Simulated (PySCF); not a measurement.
Circular dichroism: SMILES N#C[C@H]1CC[C@@H]1[SiH2]O, C5H9NOSi

Cartesian coordinates in Å; atom numbers follow the order of the lines, from 1:
```xyz
17

N    -0.5472    3.2542    1.1346
C    -0.6206    2.1422    0.8707
C    -0.6893    0.7653    0.4934
C    -1.6353    0.4258   -0.6773
C    -0.5028   -0.3602   -1.3472
C     0.5050    0.2492   -0.3534
Si    1.7349   -0.8995    0.5154
O     0.7638   -1.9720    1.2598
H    -0.8748    0.1501    1.3760
H    -1.9301    1.3116   -1.2385
H    -2.5255   -0.1389   -0.4071
H    -0.6146   -1.4355   -1.2242
H    -0.3257   -0.1409   -2.3983
H     1.0311    1.0914   -0.8067
H     2.5292   -0.1620    1.4971
H     2.5877   -1.5660   -0.4694
H     1.1073   -2.7028    1.7651
```

The calculation used PySCF 2.14.0, TDDFT B3LYP/def2-SVPD circular dichroism and optical rotation, one conformer, gas phase. Geometry: GFN2-xTB.

The molecule is flexible and this is one conformer; a measurement averages over conformers.

What are the CIP labels of the stereocentres?

C3 R, C6 S.

List the lowest 12 singlet excitations with oscillator and rotatory strengths.

Rotatory strengths R in 10⁻⁴⁰ esu² cm², velocity form and length form (origin at the centre of mass); f in length form.
```
state  E (eV)  λ (nm)       f  R (velocity)  R (length)                                    main
    1    6.75     184   0.019         +20.4       +20.7                          HOMO→LUMO 0.97
    2    7.09     175  0.0003          -4.9        -5.0      HOMO−1→LUMO 0.63, HOMO−2→LUMO 0.31
    3    7.35     169   0.001          -6.9        -6.7    HOMO−2→LUMO 0.28, HOMO−1→LUMO+1 0.25
    4    7.38     168   0.037         +40.5       +40.7                        HOMO→LUMO+1 0.84
    5    7.49     165   0.021          -9.0        -9.1                        HOMO→LUMO+2 0.68
    6    7.63     163   0.006         -11.2       -11.2    HOMO−2→LUMO 0.23, HOMO−1→LUMO+1 0.22
    7    7.67     162   0.005          -6.8        -7.0      HOMO→LUMO+3 0.47, HOMO→LUMO+4 0.14
    8    7.81     159   0.014         -14.8       -15.1      HOMO−3→LUMO 0.42, HOMO→LUMO+4 0.32
    9    7.89     157   0.089         +15.2       +14.5      HOMO→LUMO+3 0.33, HOMO→LUMO+4 0.32
   10    7.95     156   0.006          -2.3        -2.2  HOMO−3→LUMO+1 0.23, HOMO−1→LUMO+2 0.17
   11    8.05     154   0.007         -19.5       -16.7  HOMO−2→LUMO+1 0.30, HOMO−1→LUMO+2 0.27
   12    8.08     153   0.003           0.0        +0.1      HOMO→LUMO+5 0.29, HOMO−4→LUMO 0.18
```

Among the states computed, the strongest CD band (largest |R|) is state 4. The largest dissymmetry factor in size, g = 4R/(D+G), with D and G the electric and magnetic dipole strengths, is -0.36 for state 2 (velocity form, f = 0.0001), among bands with |R| over 0.5. The mirror image has the same energies and oscillator strengths and all R with the opposite sign.
